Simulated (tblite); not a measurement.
Species: C5H8NOS (charge +1).
Bonds: C1–O2, O2–C3, C3–S4 (aromatic), S4–C5 (aromatic), C5–C6 (aromatic), C6–N7 (aromatic), N7–C8, C3–N7 (aromatic). Hydrogens: H9, H10, H11 on C1; H12 on C5; H13 on C6; H14, H15, H16 on C8.
Bond orders are those of one Lewis drawing.

Computed with GFN2-xTB (tblite), gas phase: Langevin dynamics at 400 K from the optimised GFN2-xTB geometry, time step 0.5 fs, friction 0.01 fs⁻¹, 2000 steps.

Start geometry:
```
atom  x, y, z in Å
C1      2.616    0.590    0.114
O2      1.471   -0.254    0.026
C3      0.291    0.296    0.021
S4     -0.056    1.979    0.126
C5     -1.746    1.624    0.060
C6     -1.964    0.301   -0.039
N7     -0.812   -0.446   -0.067
C8     -0.794   -1.890   -0.151
H9      2.701    1.218   -0.775
H10     3.471   -0.080    0.178
H11     2.567    1.218    1.006
H12    -2.469    2.414    0.099
H13    -2.918   -0.189   -0.095
H14    -0.910   -2.328    0.842
H15     0.155   -2.216   -0.571
H16    -1.611   -2.227   -0.786
```

The statistics below take the 31 frames saved every 25 fs from 250 to 1000 fs; their kinetic temperature (all 3N coordinates) averages 414 K.

**Question.** How do the bond lengths spread?

**Answer.** 
```tsv
bond	start (Å)	mean (Å)	standard deviation (Å)	shortest (Å)	longest (Å)
C1–O2	1.425	1.429	0.045	1.339	1.542
O2–C3	1.302	1.311	0.027	1.249	1.367
C3–S4	1.721	1.729	0.041	1.642	1.848
S4–C5	1.729	1.739	0.029	1.687	1.797
C5–C6	1.344	1.344	0.022	1.305	1.400
C6–N7	1.373	1.360	0.023	1.315	1.419
N7–C8	1.446	1.466	0.024	1.424	1.514
C3–N7	1.332	1.338	0.019	1.295	1.373
C1–H9	1.092	1.094	0.028	1.057	1.181
C1–H10	1.088	1.096	0.039	1.015	1.163
C1–H11	1.092	1.099	0.044	0.999	1.185
C5–H12	1.071	1.078	0.033	1.027	1.141
C6–H13	1.075	1.079	0.024	1.032	1.147
C8–H14	1.091	1.095	0.037	1.026	1.163
C8–H15	1.088	1.099	0.035	1.031	1.170
C8–H16	1.088	1.095	0.034	1.028	1.148
```

**Question.** Follow the torsion C1–O2–C3–S4 through every second one of these frames.

**Answer.** 
| t (fs) | C1–O2–C3–S4 (°) |
| --- | --- |
| 250 | -33 |
| 300 | 2 |
| 350 | 20 |
| 400 | 27 |
| 450 | 20 |
| 500 | -2 |
| 550 | 2 |
| 600 | -2 |
| 650 | 6 |
| 700 | -7 |
| 750 | 4 |
| 800 | -5 |
| 850 | -5 |
| 900 | -4 |
| 950 | 8 |
| 1000 | 26 |

Largest departure from the start value over all these frames: C1–O2–C3–S4 39° (start -1°).

**Question.** How widely does the potential energy scatter, against a harmonic estimate?

**Answer.** Mean 0.70 eV above the start, standard deviation 0.161 eV, range 0.45 to 1.12 eV. For 42 classical harmonic modes at 400 K the canonical values are 42kT/2 = 0.72 eV and kT·√(42/2) = 0.158 eV.

The run is classical and short, so these are rough statistics of one trajectory.

The cost below is that of the whole dynamics run. Hardware: one thread of an Intel Xeon Platinum 8488C, shared host. Cost: 14 s, 0.18 GiB resident at most.
